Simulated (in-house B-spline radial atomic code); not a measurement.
## Ionising K III (K2+) with different functionals

Computed with a B-spline radial code for spherical atoms: non-relativistic Hamiltonian, point nucleus, spin-polarised at highest spin, spherical fractional occupations for the functionals, the average over the highest-spin determinants for Hartree-Fock. The ionisation energy is the difference of two self-consistent energies, [Ne] 3s2 3p5 → [Ne] 3s2 3p4, without Breit or QED terms; ε is the level of the shell that loses the electron (its least bound occupied spin orbital).

Hybrids are left out here: with spherical fractional occupations of an open shell their exact exchange keeps a self-interaction that integer-occupation calculations don't have.

```
           method          rung  ΔSCF (eV)  -ε(3p) (eV)
     Hartree-Fock  Hartree-Fock      44.41        45.41
         LDA VWN5           LDA      45.97        38.70
         LDA PW92           LDA      45.97        38.69
LDA exchange-only           LDA      44.11        36.97
              PBE           GGA      45.79        38.56
           PBEsol           GGA      45.74        38.51
             BLYP           GGA      45.66        38.42
             RPBE           GGA      45.75        38.53
             PW91           GGA      45.89        38.65
             BP86           GGA      45.91        38.66
             AM05           GGA      45.75        38.50
             OLYP           GGA      45.77        38.58
             TPSS      meta-GGA          ?            ?
             SCAN      meta-GGA      45.95        38.91
           r2SCAN      meta-GGA      45.91        38.88
            M06-L      meta-GGA      45.92        38.91
          revTPSS      meta-GGA          ?            ?
```

(1) What does revTPSS give?

(2) What does TPSS give?

(3) How do they compare with the NIST value?

Answers

(1) ΔSCF 45.80 eV, and -ε(3p) = 38.63 eV.

(2) ΔSCF 45.86 eV, and -ε(3p) = 38.68 eV.

(3) NIST lists 45.803 eV ± 0.0017 (semi-empirical, ground level to ground level). Errors run from -1.69 to +0.17 eV; revTPSS is closest (-0.00 eV), but part of that can be cancellation, since the calculations leave out relativity, Breit-QED terms, multiplet and fine-structure energies. Hartree-Fock also lacks correlation.
